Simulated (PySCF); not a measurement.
A PySCF script (with the pyscf-properties extension) for the NMR shieldings of `O=C[C@]1(C)CC=C[SiH2]S1`, C$_{6}$H$_{10}$OSSi, on a GFN2-xTB geometry:

```python
import basis_set_exchange as bse
import numpy as np
from pyscf import gto, dft
from pyscf.prop import nmr

atoms = """
C    -1.672121    1.600029    0.625394
C    -0.679642    0.488597    0.301177
C    -1.314408   -0.861251    0.453418
O    -1.163404   -1.804747   -0.275592
C    -0.025212    0.737377   -1.054184
C     0.965732   -0.261548   -1.569933
C     1.759380   -1.063307   -0.868297
Si    1.796255   -1.188875    0.994136
S     0.547336    0.430713    1.691105
H    -1.163054    2.560605    0.637623
H    -2.114705    1.437827    1.605226
H    -2.463571    1.625646   -0.122054
H    -1.921339   -0.936644    1.376573
H    -0.832871    0.816813   -1.788919
H     0.470395    1.715061   -1.015764
H     1.031849   -0.268538   -2.652500
H     2.428143   -1.713884   -1.415308
H     1.245037   -2.439199    1.504982
H     3.096396   -0.865424    1.565455
"""
names = dict.fromkeys(["C", "O", "Si", "S", "H"], "pcSseg-1")
basis = {el: gto.basis.parse(bse.get_basis(n, elements=[el], fmt="nwchem")) for el, n in names.items()}
mol = gto.M(atom=atoms, basis=basis, charge=0, verbose=0)
mf = dft.RKS(mol, xc="PBE0")
mf.grids.level = 2
mf.grids.alignment = dft.numint.BLKSIZE   # the property module wants whole blocks of grid points
mf.conv_tol = 1e-9
mf.kernel()

calc = nmr.RKS(mf)   # GIAO
C = mf.mo_coeff
Co = C[:, mf.mo_occ > 0]
resp = mf.gen_response(singlet=True, hermi=2)
def vind(x):   # induced exchange potential for any number of trial vectors
    d = np.einsum("pi,xij,qj->xpq", C, 2 * x.reshape(-1, C.shape[1], Co.shape[1]), Co, optimize=True)
    return np.einsum("xpq,pi,qj->xij", resp(d - d.transpose(0, 2, 1)), C, Co, optimize=True).ravel()
mo1, _ = nmr.rhf.solve_mo1(calc, with_cphf=vind)
sigma = calc.kernel(mo1)
for i, s in enumerate(sigma):   # ppm
    print("%2d %-2s %9.2f" % (i, mol.atom_pure_symbol(i), np.trace(s) / 3))
```

Q: What are the results?

A: 
```
 0 C     159.75
 1 C     135.40
 2 C      -4.89
 3 O    -269.58
 4 C     147.05
 5 C      28.03
 6 C      65.76
 7 Si    398.05
 8 S     635.48
 9 H      30.21
10 H      30.25
11 H      30.35
12 H      22.58
13 H      29.21
14 H      29.09
15 H      24.43
16 H      25.81
17 H      27.02
18 H      26.99
```

These numbers come from an equivalent density-fitted implementation of the same equations, which agrees with the script to about 0.01 ppm for H and up to a few tenths of a ppm for heavy atoms, so last digits may differ.

Q: Turn these shieldings into chemical shifts. δ = σ(ref) − σ, references computed at the same level: TMS for ¹³C (186.93 ppm), ²⁹Si (349.16 ppm), ¹H (31.72 ppm); ¹⁷O (336.08 ppm) vs H2O; ³³S (503.73 ppm) vs CS2.

A: Averaging equivalent atoms: C 2: 191.8; C 5: 158.9; C 6: 121.2; C 1: 51.5; C 4: 39.9; C 0: 27.2; O 3: 605.7; Si 7: -48.9; S 8: -132; H 12: 9.14; H 15: 7.28; H 16: 5.91; H 18: 4.73; H 17: 4.70; H 14: 2.63; H 13: 2.51; H 9/10/11: 1.45 ppm. Unscaled 17O shifts of doubly bonded oxygen tend to come out too high, by tens of ppm or more. Experimental scales use liquid or dissolved standards, which lie at an offset from isolated H2O (liquid H2O: subtract about 36 ppm).

Size and cost of the density-fitted run: 217 basis functions, 120 s wall time on 1 thread of an Intel Xeon, shared host; peak memory 1.1 GiB.
